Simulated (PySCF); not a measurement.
TeCl3, SMILES Cl[Te+](Cl)Cl, charge +1.

Geometry: B3LYP-D3(BJ)/def2-SVP. The spin state was assumed, not searched. The isomer is the one that the SMILES or the coordinates give; other isomers of the formula were not compared. The def2 effective core potentials stand for the cores of Te; spin–orbit coupling is left out.

Level of theory: PySCF with PBE/def2-TZVPD.

Isolated molecule, no solvent.

Computed frontier levels, gap, dipole moment and polarisability:
- highest occupied level: -13.52 eV
- lowest empty level: -9.48 eV
- orbital gap: 4.04 eV
- dipole moment about the centre of nuclear charge: 1.51 D
- mean static polarisability: 79.1 bohr³ (11.72 Å³)
- polarisability, principal values: 59.5, 88.9, 88.9 bohr³
